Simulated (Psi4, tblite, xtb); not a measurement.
Two rigid molecules brought together: CH4S ··· Li+ (SMILES CS and [Li+]) (charge +1). Monomers: optimised at B3LYP-D3(BJ) (def2-TZVP), held rigid. Orientation: lowest of the rigid-body minima from ten starts at GFN2-xTB (searched outside a hard wall at short contacts). Only R, the distance of the centres of mass, is varied, so the lowest point isn't the relaxed dimer. The shortest distances reach bonding range, where SAPT0 and rigid monomers are unreliable. The table gives interaction energies.

```
R / Å        A        B        C
-----  -------  -------  -------
2.35    -94.72   -80.12  -187.30
2.52   -112.93  -105.19  -196.05
2.71   -117.70  -112.48  -191.65
2.94   -113.99  -106.91  -178.18
3.12   -108.64   -97.84  -164.88
3.42    -99.54   -80.55  -141.93
3.71    -87.67   -65.06  -120.66
4.24    -67.87   -43.62   -88.07
4.91    -50.27   -27.54   -58.79
5.88         —   -16.10        —
7.22         —    -9.23        —
```

Energies in kJ/mol.

Problem. Assign the columns to these levels of theory: GFN1-xTB (xtb); GFN2-xTB (tblite); DF-MP2/aug-cc-pVTZ, all electrons correlated, counterpoise-corrected (Psi4).

Solution. A is GFN2-xTB; B is MP2/aug-cc-pVTZ; C is GFN1-xTB.

Dashes: no converged value, or the column stops at the first point that the program doubted or that broke a chosen test of continuity, which isn't proof of a fault.
